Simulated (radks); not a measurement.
Values are calculated unless marked as measured or tabulated.
Dynamic dipole polarisability and lines of the titanium ion Ti4+, [Ar]. Code: a radial shooting solver on a logarithmic mesh with Libxc functionals. Model: scalar-relativistic Kohn-Sham, LDA (Slater exchange, VWN5 correlation), spin-polarised, spherical densities, finite nucleus; Fermi nuclear charge, rms radius of each element as measured or else 0.836 A^(1/3) + 0.57 fm. Time-dependent linear response with the Hartree and adiabatic LDA kernel, continuum included through the Sternheimer equations, no spin-orbit coupling, so fine structure and intercombination lines are absent. Lines are the poles of the dipole polarisability below minus the highest occupied eigenvalue, found on a grid refined at the orbital gaps; the lowest seven at most are given, and weak or close lines can be missed. The first line takes the name of the lowest orbital gap if no other gap lies below it; otherwise a line is named after a gap within 0.6 % of it, if that gap stands alone.

| photon energy (eV) | alpha (bohr^3) |
|---|---|
| 0 | 1.495 |
| 1.468 | 1.496 |
| 7.341 | 1.527 |
| 13.213 | 1.606 |
| 19.086 | 1.748 |
| 24.958 | 1.991 |
| 30.830 | 2.427 |
| 36.703 | 3.326 |
| 42.575 | 6.027 |
| 48.448 | 232.8 |
| 54.320 | -5.621 |
| 60.193 | -2.420 |
| 66.065 | -1.403 |
| 71.938 | -1.740 |
| 77.810 | -0.7871 |
| 83.683 | -1.255 |

Lines (eV, oscillator strength): 48.589 (25.52 nm, 3p-3d), f = 4.31; 52.727 (23.51 nm, 3p-4s), f = 0.0861; 69.095 (17.94 nm, unassigned), f = 0.00163; 71.599 (17.32 nm, 3p-5s), f = 0.0518; 77.641 (15.97 nm, 3p-5d), f = 0.00788; 78.730 (15.75 nm, unassigned), f = 0.0210; 81.681 (15.18 nm, 3p-6d), f = 0.00567. Higher lines, where found, are left out when the end of the mesh affects them. Those listed give 93 % of the static polarisability (sum of f/w^2). Orbital energy gaps for comparison: 3p-3d 36.886 eV; 3p-4s 52.427 eV; 3p-4d 68.295 eV; 3p-5s 71.527 eV; 3p-5d 77.427 eV.
